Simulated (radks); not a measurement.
Values are calculated unless marked as measured or tabulated.
Spherical jellium clusters: N electrons in a uniform positive sphere of charge N and radius rs N^(1/3), rs = 5.82 bohr. Level of theory: non-relativistic Kohn-Sham, LDA (Slater exchange, Perdew-Wang correlation), spin-polarised, spherical densities (a radial shooting solver with Libxc functionals). Levels are named by radial order and angular momentum (1s, 1p, 1d, 2s, ...), and open shells are averaged over m.

N = 29, configuration 1s2 1p6 1d10 2s2 1f(up 7, down 2). This is the lowest configuration that the search found. Occupied and some empty levels:

level    occupation  eigenvalue (eV)  <r> (bohr)
1s up             1          -3.4160       11.05
1s down           1          -3.3214       10.35
1p up             3          -3.1291       12.84
1p down           3          -2.9941       12.57
1d up             5          -2.7530       13.91
1d down           5          -2.6007       13.83
2s up             1          -2.5310       10.26
2s down           1          -2.4662       10.73
1f up             7          -2.2922       14.74
1f down           2          -2.1341       14.76
2p up             0          -1.8996       11.82
2p down           0          -1.8356       11.93
1g up             0          -1.7559       15.46
1g down           0          -1.5991       15.55
2d up             0          -1.2609       13.69
2d down           0          -1.1867       13.73

Energy (eV): total -51.7185, kinetic 26.136, external -1533.1, Hartree 765.97, exchange-correlation -78.640, background 767.91.

Electron density:

r (bohr)  n(r) (e/bohr^3)
1.26             0.001736
3.36             0.001444
5.46             0.001110
7.56             0.001002
9.66             0.001188
11.8             0.001463
13.9             0.001449
16.0            0.0009400
18.1            0.0003501
20.2           0.00008237
22.3           0.00001511
24.4            2.429e-06
26.5            3.658e-07
